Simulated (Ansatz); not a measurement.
Basis sets compared for GeBrMe3 (C₃H₉BrGe). The state is a singlet with charge 0. Geometry r2SCAN-D4/def2-SVP. Ansatz on 4 threads of Intel Xeon on a shared host; times are rough, and most runs start from earlier orbitals.

| atom | x (Å) | y (Å) | z (Å) |
| --- | --- | --- | --- |
| Ge1 | 0.239 | -0.279 | 0.085 |
| Br2 | 1.724 | -2.015 | 0.617 |
| C3 | -0.721 | 0.150 | 1.725 |
| H4 | -1.257 | -0.735 | 2.097 |
| H5 | -1.451 | 0.952 | 1.532 |
| H6 | -0.019 | 0.488 | 2.502 |
| C7 | -0.942 | -0.967 | -1.302 |
| H8 | -0.361 | -1.257 | -2.190 |
| H9 | -1.670 | -0.192 | -1.592 |
| H10 | -1.489 | -1.848 | -0.936 |
| C11 | 1.329 | 1.208 | -0.543 |
| H12 | 1.897 | 0.915 | -1.437 |
| H13 | 2.038 | 1.518 | 0.238 |
| H14 | 0.683 | 2.064 | -0.797 |

Binding counts from free atoms (Ge triplet, Br doublet, C triplet, H doublet) in the same basis, without a counterpoise term.

| level | functions | energy (Eh) | HOMO (eV) | LUMO (eV) | binding per atom (eV) | wall time |
| --- | --- | --- | --- | --- | --- | --- |
| PBE-D4/def2-SVP | 151 | -4769.4352 | -6.26 | -0.22 | 3.78 | 2.6 s |
| PBE0-D4/def2-SVP | 151 | -4769.6123 | -7.59 | 0.71 | 3.76 | 4.1 s |

(1) Estimate the rows for PBE-D4/def2-TZVP (with forces), PBE0-D4/def2-TZVP.

Results:

(1) 
```json
{"level": "PBE-D4/def2-TZVP (with forces)", "functions": "243", "energy (Eh)": "-4770.1463", "HOMO (eV)": "-6.48", "LUMO (eV)": "-0.53", "binding per atom (eV)": "3.77", "wall time": "4.1 s"}
{"level": "PBE0-D4/def2-TZVP", "functions": "243", "energy (Eh)": "-4770.3172", "HOMO (eV)": "-7.74", "LUMO (eV)": "0.42", "binding per atom (eV)": "3.74", "wall time": "6.5 s"}
```
